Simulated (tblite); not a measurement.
Problem. What does the GFN2-xTB structure of InChI=1S/C4H5F3S/c1-3(8-2)4(5,6)7/h1H2,2H3/q+1 look like in three dimensions? (Charge +1 and doublet state.)

Solution. 
Z-matrix in Å and degrees, rows numbered from 1:
```
C 
C   1  1.3450
S   2  1.7500  1  118.77
C   3  1.7794  2  107.29  1   179.49
C   2  1.5279  1  121.01  3  -179.67
F   5  1.3181  2  111.67  1     0.32
F   5  1.3381  2  110.53  1   121.13
F   5  1.3379  2  110.70  1  -120.56
H   1  1.0817  2  121.65  3   179.65
H   1  1.0793  2  121.41  3    -0.39
H   4  1.0924  3  111.28  2    61.46
H   4  1.0922  3  111.38  2   -59.61
H   4  1.0892  3  106.59  2  -179.17
```

C2 (carbon bonded to 2 C and S) is planar (angles 121.0°, 120.2° and 118.8°, sum 360.0°, 0.00 Å off the plane of its three neighbours). The C–S distances run from 1.750 Å (C2–S3, drawn single in one of several resonance forms) to 1.779 Å (S3–C4, drawn single), a spread of 0.029 Å. Of the pairs four or more bonds apart, F8···H12 is among the closest relative to their van der Waals radii: 2.38 Å, 89 % of the sum of Bondi's values. The C–C distances run from 1.345 Å (C1=C2, drawn double in one of several resonance forms) to 1.528 Å (C2–C5, drawn single), a spread of 0.183 Å.

The geometry is computed with GFN2-xTB (gas phase). This method treats the open shell by occupation alone, without spin polarisation.

Point group: Cs (tolerance 0.08 Å). Its GFN2-xTB frequencies are all real (lowest 54 cm⁻¹). Torsions: C1–C2–S3–C4 179°. 3 starts were optimised and ended at 0.00, 0.01 and 2.39 kcal/mol (GFN2-xTB); the lowest of these is shown.

One conformer stands for the species.
